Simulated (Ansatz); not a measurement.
Isolated molecules relaxed with PBE0-D4/def2-TZVP in Ansatz; ΔE leaves out vibrations. CCSD(T)/CBS is the MP2 limit (def2-TZVPP, def2-QZVPP) plus CCSD(T) − MP2 in def2-TZVPP, frozen cores. Double bonds are as drawn, so ΔE can hold a change between cis and trans. One conformer a species, not always the lowest.

`C/N=C\[SiH2]S` + CH₃NH₂ → `C/N=C/NC` + `[SiH3]S`  (substitution at a C–Si bond)

```
             level  ΔE (kcal/mol)
CCSD(T)/def2-TZVPP           -6.3
     HF/def2-QZVPP           -9.9
SCS-MP2/def2-QZVPP           -6.9
      HF/CBS(def2)           -9.9
```

Q: What does CCSD(T)/CBS give? (Best estimate.)

A: Ansatz gave: -5.8 kcal/mol. The listed levels differ from it by -0.5, -4.1, -1.1, -4.1 kcal/mol.

Largest T1 diagnostic among the species: 0.012.

In def2-TZVPP, CCSD(T) changes the Hartree–Fock value by +3.5 kcal/mol (the triples alone add +0.3 kcal/mol) and MP2 by +2.4 kcal/mol. The D4 term adds +1.4 kcal/mol with B3LYP and +0.8 kcal/mol with PBE0; it sums over pairs of atoms, weighted by their polarisabilities, and B3LYP, whose exchange is more repulsive, gets the larger term.

B3LYP here is the variant with VWN-RPA as its local correlation; programs differ in this.
